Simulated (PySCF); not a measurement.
F2S, triplet, geometry from GFN2-xTB (a higher spin typed on purpose: for a closed-shell molecule this is an excited state); B3LYP/6-31G (PySCF).

PySCF was given this input:
```python
from pyscf import gto, scf, dft

mol = gto.Mole()
mol.atom = '''
    F    -1.062826   -0.593731   -0.000945
    S    -0.092381    0.707710   -0.008778
    F     1.227059   -0.664420    0.016551
'''
mol.basis = '6-31g'
mol.charge = 0
mol.spin = 2
mol.verbose = 4
mol.build()

mf = dft.UKS(mol)
mf.xc = 'b3lyp'
mf.grids.radi_method = dft.radi.gauss_chebyshev
mf.kernel()
mf.analyze()
```

**Question.** What does PySCF print? Leave out banner, timings and long lists.

**Answer.** 
```
PySCF version 2.14.0

[INPUT] verbose = 4
[INPUT] num. atoms = 3
[INPUT] num. electrons = 34
[INPUT] charge = 0
[INPUT] spin (= nelec alpha-beta = 2S) = 2
[INPUT] symmetry False subgroup None
[INPUT] Mole.unit = angstrom
[INPUT] Symbol           X                Y                Z      unit          X                Y                Z       unit  Magmom
[...]
nuclear repulsion = 105.674102968084
number of shells = 17
number of NR pGTOs = 90
number of NR cGTOs = 31
basis = 6-31g
ecp = {}

******** <class 'pyscf.dft.uks.UKS'> ********
method = UKS
initial guess = minao
damping factor = 0
level_shift factor = 0
DIIS = <class 'pyscf.scf.diis.CDIIS'>
diis_start_cycle = 1
diis_space = 8
diis_damp = 0
SCF conv_tol = 1e-09
SCF conv_tol_grad = None
SCF max_cycles = 50
direct_scf = True
direct_scf_tol = 1e-13
number electrons alpha = 18  beta = 16
XC library pyscf.dft.libxc version 7.1.2
    S. Lehtola, C. Steigemann, M. J. T. Oliveira, and M. A. L. Marques,  SoftwareX 7, 1–5 (2018)
XC functionals = b3lyp
    P. J. Stephens, F. J. Devlin, C. F. Chabalowski, and M. J. Frisch,  J. Phys. Chem. 98, 11623 (1994)
radial grids: Gauss-Chebyshev [JCP 108, 3226 (1998); DOI:10.1063/1.475719) radial grids
becke partition: Becke, JCP 88, 2547 (1988); DOI:10.1063/1.454033
pruning grids: <function nwchem_prune>
grids dens level: 3
symmetrized grids: False
atomic radii adjust function: <function treutler_atomic_radii_adjust>
small_rho_cutoff = 0
Set gradient conv threshold to 3.16228e-05
tot grids = 46720
init E= -597.852928871598

cycle= 1 E= -597.452905763419  delta_E=  0.4  |g|= 0.647  |ddm|= 1.45
cycle= 2 E= -594.422990200723  delta_E= 3.03  |g|= 2.29  |ddm|=  2.6
cycle= 3 E= -597.386709755594  delta_E= -2.96  |g|= 0.82  |ddm|=  2.4
cycle= 4 E= -597.647305591028  delta_E= -0.261  |g|=  0.1  |ddm|= 0.639
cycle= 5 E= -597.649248069652  delta_E= -0.00194  |g|= 0.0837  |ddm|= 0.157
cycle= 6 E= -597.652189267056  delta_E= -0.00294  |g|= 0.0359  |ddm|= 0.0583
cycle= 7 E= -597.652797522698  delta_E= -0.000608  |g|= 0.00442  |ddm|= 0.0441
cycle= 8 E= -597.652809860819  delta_E= -1.23e-05  |g|= 0.00173  |ddm|= 0.00677
cycle= 9 E= -597.652812435806  delta_E= -2.57e-06  |g|= 0.000516  |ddm|= 0.00367
cycle= 10 E= -597.652812716252  delta_E= -2.8e-07  |g|= 0.000117  |ddm|= 0.00146
cycle= 11 E= -597.65281272848  delta_E= -1.22e-08  |g|= 1.3e-05  |ddm|= 0.000268
cycle= 12 E= -597.652812729031  delta_E= -5.51e-10  |g|= 7.68e-06  |ddm|= 7.89e-05
Extra cycle  E= -597.652812728887  delta_E= 1.44e-10  |g|= 2.08e-05  |ddm|= 2.39e-05
converged SCF energy = -597.652812728887  <S^2> = 2.0073676  2S+1 = 3.0049077
**** SCF Summaries ****
Total Energy =                        -597.652812728886829
Nuclear Repulsion Energy =             105.674102968084085
One-electron Energy =                -1038.432562465145793
Two-electron Energy =                  335.105646768174950
Two-electron Coulomb Energy =          381.708306323613328
DFT Exchange-Correlation Energy =      -46.602659555438365
**** MO energy ****
                             alpha | beta                alpha | beta
[...]
To work with the spin densities directly, `use mulliken_meta_spin()` only printing them here.

 ** Mulliken spin pop alpha/beta on meta-lowdin orthogonal AOs **
 ** Mulliken Spin Density (per AO)  **
spin_pop of  0 F 1s       -0.00000
spin_pop of  0 F 2s        0.00542
spin_pop of  0 F 3s        0.00061
spin_pop of  0 F 2px      -0.01409
spin_pop of  0 F 2py       0.04739
spin_pop of  0 F 2pz       0.11277
spin_pop of  0 F 3px       0.00001
spin_pop of  0 F 3py       0.00060
spin_pop of  0 F 3pz       0.00033
spin_pop of  1 S 1s        0.00000
spin_pop of  1 S 2s        0.00000
spin_pop of  1 S 3s        0.01424
spin_pop of  1 S 4s        0.00155
spin_pop of  1 S 2px       0.00007
spin_pop of  1 S 2py      -0.00000
spin_pop of  1 S 2pz       0.00008
spin_pop of  1 S 3px       0.58570
spin_pop of  1 S 3py       0.01107
spin_pop of  1 S 3pz       0.70702
spin_pop of  1 S 4px       0.00165
spin_pop of  1 S 4py       0.00097
spin_pop of  1 S 4pz       0.00469
spin_pop of  2 F 1s       -0.00000
spin_pop of  2 F 2s        0.01255
spin_pop of  2 F 3s        0.00185
spin_pop of  2 F 2px       0.07851
spin_pop of  2 F 2py       0.25141
spin_pop of  2 F 2pz       0.17512
spin_pop of  2 F 3px       0.00027
spin_pop of  2 F 3py       0.00031
spin_pop of  2 F 3pz      -0.00008
 ** Mulliken Spin Density (per atom)  **
spin density of  0 F =      0.15303
spin density of  1 S =      1.32704
spin density of  2 F =      0.51993
 ** Mulliken pop alpha/beta on meta-lowdin orthogonal AOs **
 ** Mulliken pop       alpha | beta **
[...]
In total            18.00000 | 16.00000
 ** Mulliken atomic charges   ( Nelec_alpha | Nelec_beta ) **
charge of  0F =     -0.28936  (     4.72119      4.56816 )
charge of  1S =      0.64021  (     8.34342      7.01637 )
charge of  2F =     -0.35085  (     4.93539      4.41546 )
Dipole moment(X, Y, Z, Debye): -0.87377,  2.59993, -0.03614
```
